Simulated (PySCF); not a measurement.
Nuclear repulsion and electron count by hand

System: BrCl, charge +1, doublet, at a GFN2-xTB geometry (a state made from the parent by changing its charge; the spin is typed, not shown lowest). Level: PySCF with R2SCAN/aug-cc-pVDZ. Sums are taken with unrounded values, so a last digit can differ.

Coordinates (Å):

```
atom        x        y         z
----  -------  -------  --------
Cl1   0.00000  0.00000  -1.39353
Br2   0.00000  0.00000   0.67686
```

Question: Work out the nuclear repulsion energy and the numbers of alpha and beta electrons.

Answer: In atomic units each pair adds Z_i Z_j / r_ij, with r in bohr (1 bohr = 0.529177 Å).
| pair | r (Å) | r (bohr) | Z_i Z_j | term (Eh) |
|---|---|---|---|---|
| Cl1-Br2 | 2.0704 | 3.9125 | 595 | 152.0781 |
The sum is 152.0781 Eh; PySCF gives 152.0781 Eh. The atomic numbers add up to 52, so at charge +1 there are 51 electrons; multiplicity 2 means 1 unpaired, so 26 alpha and 25 beta.
